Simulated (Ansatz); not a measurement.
C3H6BCl (`CB/C=C/Cl`), relaxed with RKS PBE-D4/def2-SVP in the Gaussian-basis code of Ansatz from a rough embedded geometry. The force threshold is 0.03 eV/Å; the program also tests the step.

Charge 0, multiplicity 1.

Start:

```xyz
11

C     1.287   -0.422   -0.840
B     0.365   -0.889    0.311
C    -0.842   -0.015    0.806
C    -1.236    1.119    0.351
Cl   -2.563    2.060    0.936
H     2.048   -1.195   -1.101
H     0.638   -0.325   -1.795
H     1.723    0.529   -0.639
H     0.614   -1.963    0.845
H    -1.407   -0.444    1.676
H    -0.626    1.545   -0.550
```

**Question.** By how much does the energy fall, and how many steps does the optimiser take? (Estimate.)

**Answer.** Ansatz gave: 43.92 kJ/mol, in 16 steps, 3 of them rejected.

**Question.** Which bonds change most? (Best estimate.)

**Answer.** Ansatz gave: C3–C4 from 1.284 to 1.355 Å; C4–H11 from 1.168 to 1.103 Å; C1–H7 from 1.158 to 1.115 Å; C1–H8 from 1.066 to 1.109 Å.

**Question.** Give the relaxed structure. (Estimate.)

**Answer.** Ansatz gave: 
```xyz
11

C     1.227   -0.437   -0.925
B     0.252   -0.928    0.204
C    -0.880   -0.085    0.850
C    -1.110    1.197    0.474
Cl   -2.347    2.212    1.134
H     2.280   -0.583   -0.591
H     1.126   -1.115   -1.804
H     1.116    0.608   -1.280
H     0.390   -2.075    0.608
H    -1.534   -0.506    1.633
H    -0.521    1.712   -0.303
```
